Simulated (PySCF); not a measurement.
# Sc⁺ (scandium, charge +1) across methods

[Ar] 3d1 4s1, high-spin 3D determinant. Calculation: PySCF 2.14, in Sapporo-DKH3-DZP-2012 (6s5p3d1f, 43 functions); the spin-free X2C one-electron Hamiltonian (Gaussian nucleus).

```tsv
method	E (hartree)	mean ε 3p β (eV)	mean ε 3d α (eV)	mean ε 4s α (eV)	Σ⟨r²⟩ (bohr²)	⟨S²⟩
TPSS	-763.953	-40.476	-10.953	-10.115	30.02	2.000
LDA	-761.943	-40.318	-10.767	-10.406	29.85	2.000
UHF	-763.06928	-48.811	-16.348	-12.285	30.49	2.001
PBE0	-763.747	-42.678	-12.354	-10.826	29.97	2.000
PBE	-763.709	-40.232	-10.827	-10.215	30.00	2.000
wB97X	-763.929	-45.263	-14.600	-12.333	30.02	2.000
B97-3	-763.838	-42.795	-12.270	-10.714	29.87	2.000
```
